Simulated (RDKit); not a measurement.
Job for RDKit: UFF on ClGeH3O (SMILES [OH][GeH2][Cl]), a point of a torsion scan.

```python
from rdkit import Chem
from rdkit.Chem import AllChem, rdDetermineBonds

blocks = [
'''6

O     1.23725189    0.06850107   -0.49435386
Ge   -0.38327091   -0.21822990    0.07559303
Cl   -1.28376406   -1.09556436   -1.56706867
H     1.87441138    0.47628256    0.08706020
H    -1.03391339    1.09997432    0.42786768
H    -0.34280538   -1.16035816    1.25705963
''',
]
mol = None
for b in blocks:
    f = Chem.MolFromXYZBlock(b)
    rdDetermineBonds.DetermineBonds(f, charge=0)
    mol = f if mol is None else Chem.CombineMols(mol, f)
Chem.SanitizeMol(mol)
print(Chem.MolToSmiles(Chem.RemoveHs(mol)))
ff = AllChem.UFFGetMoleculeForceField(mol, vdwThresh=100.0, ignoreInterfragInteractions=False)
e = ff.CalcEnergy()
print(f'UFF energy {e:.6f} kcal/mol')
```

It printed:

```
[OH][GeH2][Cl]
UFF energy 9.578177 kcal/mol
```

The run finished.

Cost: around 0.010 core-seconds (rough).
